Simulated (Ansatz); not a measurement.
Cost and result for the atomization energy of C3H5AlO, SMILES `C1=[CH][AlH][CH2]O1` (10 atoms, 10 bonds).

```xyz
10

C    -1.077    0.779   -0.039
C    -0.086    1.087   -0.903
Al    1.263   -0.202   -0.575
C     0.144   -1.039    0.826
O    -1.057   -0.234    0.839
H    -2.018    1.320    0.049
H    -0.250    1.937   -1.553
H     2.704   -0.557   -1.124
H    -0.171   -2.071    0.637
H     0.547   -1.020    1.843
```

Total charge 0; spin multiplicity 1. Geometry: relaxed with PBE0-D4/def2-TZVP. Program: Ansatz. All runs use 2 threads of an Arm Neoverse V1 on a shared host. Times are those of one run each, without the atoms' runs, and a repeat can differ threefold. Electronic energies, without spin–orbit coupling; frozen cores. CCSD(T)/CBS adds CCSD(T) − MP2 in def2-TZVPP to the MP2 limit, and its time is that of the two runs behind it. T1 = 0.015. B3LYP takes the VWN-RPA correlation (the form of Gaussian; ORCA's B3LYP/G).

CCSD(T)/CBS is a level of theory with its own doubt, some kJ/mol a heavy atom from the limit and from the frozen cores, so smaller differences don't rank the functionals.

```
                            level  functions  wall time  atomization (kcal/mol)  difference from CCSD(T)/CBS  per bond
               BLYP-D4/def2-TZVPP        236      3.1 s                   935.6                          1.9       0.2
  PBE-D4/def2-TZVPP (with forces)        236      3.9 s                   962.9                         29.2       2.9
               PBE0-D4/def2-TZVPP        236      4.4 s                   941.8                          8.1       0.8
              BHLYP-D4/def2-TZVPP        236      4.7 s                   902.3                        -31.4      -3.1
          CAM-B3LYP-D4/def2-TZVPP        236      5.5 s                   938.7                          5.0       0.5
                 CCSD(T)/def2-SVP         99        6 s                   889.7                        -44.0      -4.4
B3LYP-D4/def2-TZVPP (with forces)        236        7 s                   934.2                          0.5       0.0
              PBE-QIDH/def2-TZVPP        236      8.5 s                   932.6                         -1.1      -0.1
               ωB97X-V/def2-TZVPP        236       13 s                   937.7                          4.0       0.4
                B97M-V/def2-TZVPP        236       16 s                   941.9                          8.2       0.8
                   MP2/def2-QZVPP        448       33 s                   945.5                         11.8       1.2
               CCSD(T)/def2-TZVPP        236    8.8 min                   909.3                        -24.4      -2.4
                CCSD(T)/CBS(def2)          –    9.3 min                   933.7                          0.0       0.0
```

In def2-TZVPP, CCSD(T) changes the Hartree–Fock value by +239.3 kcal/mol (the triples alone add +17.3 kcal/mol) and MP2 by +261.1 kcal/mol; breaking electron pairs costs correlation energy, which Hartree–Fock lacks. From BLYP to BHLYP (50 % exact exchange), in def2-TZVPP and without D4, the atomization energy moves by −28.5 kcal/mol: exact exchange takes away binding that semilocal exchange gives to molecules. Leaving LDA and LC-ωPBE aside and taking each functional with its dispersion term where it has one, the values spread over 60.7 kcal/mol, from BHLYP-D4 to PBE-D4. LDA lies +126.4 kcal/mol from PBE without D4, its usual overbinding.
